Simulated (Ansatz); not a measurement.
Computed with Ansatz on PBE0-D4/def2-TZVP structures; ΔE is electronic, products minus reactants. CCSD(T)/CBS is the MP2 limit (def2-TZVPP, def2-QZVPP) plus CCSD(T) − MP2 in def2-TZVPP, frozen cores. This one scheme is used for every species. DFT in def2-TZVPP. B3LYP here is the variant with VWN-RPA as its local correlation; programs differ in this. One conformer a species, not always the lowest.

`CN[SiH](C)S` + HCl → `CN[SiH](S)Cl` + CH₄  (ligand exchange at the Si–C bond)

(1) Is it downhill or uphill in electronic energy at CCSD(T)/CBS, and by how much? (Estimate.)

(2) What do these levels give: PBE-D4, PBE0-D4, B3LYP-D4, ωB97X-V, B2PLYP, PBE, PBE0, HF/def2-TZVPP, MP2/def2-TZVPP, CCSD/def2-TZVPP, CCSD(T)/def2-TZVPP, SCS-MP2/def2-QZVPP? (Best estimate.)

Largest T1 diagnostic among the species: 0.010.

Results:

(1) Ansatz gave: Downhill: ΔE = -27.6 kcal/mol.

(2) Ansatz gave: PBE-D4 -27.6, PBE0-D4 -27.7, B3LYP-D4 -28.4, ωB97X-V -27.8, B2PLYP -28.4, PBE -27.6, PBE0 -27.7, HF/def2-TZVPP -29.3, MP2/def2-TZVPP -28.2, CCSD/def2-TZVPP -26.6, CCSD(T)/def2-TZVPP -26.7, SCS-MP2/def2-QZVPP -28.5 kcal/mol.

In def2-TZVPP, CCSD(T) changes the Hartree–Fock value by +2.6 kcal/mol (the triples alone add −0.1 kcal/mol) and MP2 by +1.1 kcal/mol.
